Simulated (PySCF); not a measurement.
Molecule: C2H6BO2 (charge 0, doublet). It need not be the lowest isomer of its formula. SMILES: [CH2]OBOC
Geometry from a B3LYP-D3(BJ)/def2-TZVP (Ansatz) optimisation:
```xyz
11

B      0.0426     0.7522    -0.0293
O      1.3972     0.5489    -0.0550
C      1.9805    -0.6739    -0.0233
O     -0.7962    -0.3071     0.0311
C     -2.2088    -0.1535     0.0601
H     -0.3453     1.8789    -0.0622
H      3.0569    -0.6751    -0.0498
H      1.3656    -1.5586     0.0250
H     -2.6378    -0.6714    -0.7984
H     -2.5942    -0.6047     0.9750
H     -2.4961     0.8995     0.0275
```
Charge 0, spin multiplicity 2.

Dispersion corrections to the total energy (kcal/mol) from the dftd3 and dftd4 libraries through PySCF: D3(BJ) without and D4 with the three-body term, each with the damping fitted for the functional named.

```
functional  D3(BJ)      D4
----------  ------  ------
B3LYP        -6.47   -6.03
TPSSh        -4.34   -4.66
HSE06            ?   -2.92
PBE              ?   -3.79
CAM-B3LYP        ?   -3.15
HF          -31.93  -14.73
B2GP-PLYP    -2.10   -1.58
```

Task: Some entries are withheld; supply them.

Result: 
- HSE06, D3(BJ): -2.39
- PBE, D3(BJ): -3.85
- CAM-B3LYP, D3(BJ): -2.84
